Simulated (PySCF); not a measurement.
Harmonic spectrum computed at PBE0 in the def2-TZVPD basis family (core potentials from Rb on, PySCF, no spin–orbit coupling):

| symmetry | ω (cm⁻¹) | IR (km/mol, summed over degenerate members) |
| --- | --- | --- |
| πu | 364 | 0.1 |
| σg+ | 556 | 0.0 |
| σu+ | 1336 | 791 |

Q: Which molecule gave it? In each, all ligands are bound to the one heavy central atom.
A. GaS₂⁻ (singlet)
B. InS₂⁻ (singlet)
C. BS₂⁻ (singlet)
D. SbS₂⁻ (singlet)
E. AsS₂⁻ (singlet)

A: C. It has D∞h symmetry with B–S 1.675 Å (×2).
